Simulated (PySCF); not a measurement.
**Correlation energy of Tm⁵⁸⁺ (thulium, charge +58)**

[Ne] 3s1, 2S determinant. Computed with PySCF 2.14 in an uncontracted even-tempered set (17 s from 15 bohr⁻², ratio 2.5; 12 p from 20 bohr⁻², ratio 2.5; 4 d from 72 bohr⁻², ratio 2.7; 4 f from 110 bohr⁻², ratio 2.7), with the spin-free X2C one-electron Hamiltonian (Gaussian nucleus). Frozen: 1s2; 9 electrons correlated; the 20 highest virtual orbitals of each spin left out.

| level | correlation energy (mhartree) |
| --- | --- |
| CCSD | -351.07 |
| (T) | -0.06 |
| CCSD(T) | -351.13 |

Diagnostics: T1 = 4.3e-05, D1 = 0.0002, largest double amplitude 0.002.

Cost of the coupled-cluster step: roughly 28 core-seconds, for 9 correlated electrons.

At this charge the one-electron X2C treatment keeps the bare 1/r₁₂, with no two-electron picture change or Breit term. The effect here is smaller than on the frozen 1s shell; and a scalar Hamiltonian misses the large spin-orbit splitting of the p shells, which matters for ns² → np² pairs.
